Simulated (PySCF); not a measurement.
## Working out the ionisation energy of O⁺

O⁺ [He] 2s2 2p3 (4S) → O²⁺ [He] 2s2 2p2 (3P). Calculation: PySCF 2.14, in dyall-av3z; the non-relativistic Hamiltonian (point nucleus). Frozen: 1s2; the 14 highest virtual orbitals dropped. Energies in hartree (1 hartree = 27.21139 eV):

| part | O⁺ (lower) | O²⁺ (upper) |
| --- | --- | --- |
| UHF | -74.376978 | -73.106242 |
| CCSD correlation | -0.117240 | -0.100556 |
| (T) | -0.001778 | -0.001391 |

Question: What does Hartree-Fock give?

Answer: (-73.106242) − (-74.376978) = 1.270736 hartree = 34.578 eV.

Question: What do CCSD and CCSD(T) give?

Answer: The CCSD correlation energies differ by 0.016684 hartree = 0.454 eV and the triples by 0.000387 hartree = 0.011 eV, so CCSD gives 35.032 eV and CCSD(T) 35.043 eV.

A first-order spin-orbit estimate adds -0.027 eV to CCSD(T) (valence), giving 35.016 eV against 35.121 eV (measured; NIST Atomic Spectra Database, ionization energies).

What remains against the reference includes basis incompleteness, the frozen core and higher excitations.
